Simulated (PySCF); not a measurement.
# CoCl₂: one-bond stretch

Method: UPBE in PySCF with Co def2-TZVP, Cl def2-TZVP; no relativity; density-fitted integrals.

Rigid scan from the quartet minimum (Co–Cl 2.077 Å (×2); Cl–Co–Cl 180.0°). Coordinate: the bond from Co to the last atom (Cl) scaled, the rest fixed. Energies in kJ/mol from the minimum.

Predict the curve at 0.92, 0.96, 1.00, 1.05, 1.12, 1.20, 1.35, 1.55, 1.80, 2.20.


```json
{"scale of one bond": "0.92", "E (kJ/mol)": "26.5", "dipole size (D)": "0.67", "⟨S²⟩": "3.76"}
{"scale of one bond": "0.96", "E (kJ/mol)": "5.8", "dipole size (D)": "0.34", "⟨S²⟩": "3.76"}
{"scale of one bond": "1.00", "E (kJ/mol)": "0.0", "dipole size (D)": "0.00", "⟨S²⟩": "3.76"}
{"scale of one bond": "1.05", "E (kJ/mol)": "6.8", "dipole size (D)": "0.43", "⟨S²⟩": "3.76"}
{"scale of one bond": "1.12", "E (kJ/mol)": "32.0", "dipole size (D)": "1.01", "⟨S²⟩": "3.76"}
{"scale of one bond": "1.20", "E (kJ/mol)": "71.6", "dipole size (D)": "1.62", "⟨S²⟩": "3.76"}
{"scale of one bond": "1.35", "E (kJ/mol)": "150.7", "dipole size (D)": "2.52", "⟨S²⟩": "3.76"}
{"scale of one bond": "1.55", "E (kJ/mol)": "235.5", "dipole size (D)": "–", "⟨S²⟩": "3.76"}
{"scale of one bond": "1.80", "E (kJ/mol)": "298.6", "dipole size (D)": "–", "⟨S²⟩": "3.76"}
{"scale of one bond": "2.20", "E (kJ/mol)": "341.2", "dipole size (D)": "–", "⟨S²⟩": "3.76"}
```

Open d and f shells are described by one determinant, and the ground state may have another occupation or spin.

Other isomers or separated fragments may lie lower.

The scan took 6.6 min on 2 threads of a shared Intel Xeon Platinum 8488C (Sapphire Rapids) host; the process peaked at 0.98 GiB. Launch command: `OMP_NUM_THREADS=2 python axn.py task.json out`.
